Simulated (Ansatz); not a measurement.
Start from `FC[S][AlH][F]` and change one atom or group to get `FCSS`.

Ansatz, PBE0-D4/def2-TZVP geometries, multiplicity 1. Each molecule was computed in one conformer, which needn't be the lowest.

| property | `FC[S][AlH][F]` |
| --- | --- |
| HOMO–LUMO gap (PBE0/def2-TZVPP) / eV | 6.63 |
| HOMO energy (PBE/def2-TZVPP) / eV | -6.14 |
| size of the dipole moment (PBE/def2-TZVPP) / D | 3.07 |
| LUMO energy (PBE0/def2-TZVPP) / eV | -0.76 |
| HOMO energy (ωB97M-V/def2-TZVPP) / eV | -9.59 |
| size of the dipole moment (B3LYP/def2-TZVPP) / D | 3.15 |

Problem. Give the same properties after the change, and the shifts. (Estimate.)

Solution. Computed: 
```json
{"property": "HOMO–LUMO gap (PBE0/def2-TZVPP) / eV", "`FCSS`": "6.65", "shift": "0.02"}
{"property": "HOMO energy (PBE/def2-TZVPP) / eV", "`FCSS`": "-6.29", "shift": "-0.15"}
{"property": "size of the dipole moment (PBE/def2-TZVPP) / D", "`FCSS`": "0.71", "shift": "-2.36"}
{"property": "LUMO energy (PBE0/def2-TZVPP) / eV", "`FCSS`": "-0.85", "shift": "-0.09"}
{"property": "HOMO energy (ωB97M-V/def2-TZVPP) / eV", "`FCSS`": "-9.68", "shift": "-0.09"}
{"property": "size of the dipole moment (B3LYP/def2-TZVPP) / D", "`FCSS`": "0.77", "shift": "-2.38"}
```

The zero-point energy changes by -1.5 kJ/mol with -3 modes. Dipoles are sizes alone; their direction can turn.

B3LYP here is the variant with VWN-RPA as its local correlation; programs differ in this.
